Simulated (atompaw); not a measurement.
## An all-electron radial function and its pseudo partner (Ga (Z = 31))

Columns: radius, all-electron u(r) and pseudo u(r) of the 4p shell (level -2.57 eV) of gallium in the configuration [Ar] 3d10 4s2 4p1; PBEsol, scalar-relativistic, PAW (atompaw) scheme, atompaw 4.2.0.5.

| r (bohr) | all-electron | pseudo |
| --- | --- | --- |
| 0.115 | 0.1241 | 0.0041 |
| 0.231 | 0.0045 | 0.0164 |
| 0.346 | -0.1432 | 0.0362 |
| 0.462 | -0.2066 | 0.0633 |
| 0.577 | -0.1915 | 0.0961 |
| 0.692 | -0.1300 | 0.1339 |
| 0.808 | -0.0468 | 0.1757 |
| 0.923 | 0.0414 | 0.2195 |
| 1.038 | 0.1267 | 0.2644 |
| 1.154 | 0.2058 | 0.3094 |
| 1.269 | 0.2754 | 0.3525 |
| 1.385 | 0.3364 | 0.3934 |
| 1.500 | 0.3880 | 0.4305 |
| 1.615 | 0.4314 | 0.4635 |
| 1.731 | 0.4675 | 0.4922 |
| 1.846 | 0.4965 | 0.5158 |
| 1.962 | 0.5196 | 0.5348 |
| 2.077 | 0.5370 | 0.5489 |
| 2.192 | 0.5496 | 0.5587 |
| 2.308 | 0.5580 | 0.5646 |
| 2.423 | 0.5627 | 0.5671 |
| 2.538 | 0.5640 | 0.5667 |
| 2.654 | 0.5626 | 0.5639 |
| 2.769 | 0.5588 | 0.5593 |
| 2.885 | 0.5528 | 0.5529 |
| 3.000 | 0.5451 | 0.5451 |

**Question.** How many radial nodes do the two functions have?

**Answer.** The all-electron 4p function has n − l − 1 = 2; the pseudo-wave has 0, since the states of the same l below it are removed with the core.

**Question.** Is the pseudo-wave norm-conserving?

**Answer.** No, it belongs to a PAW set: the norm inside the radius is not constrained, and the difference is carried by the augmentation charge.
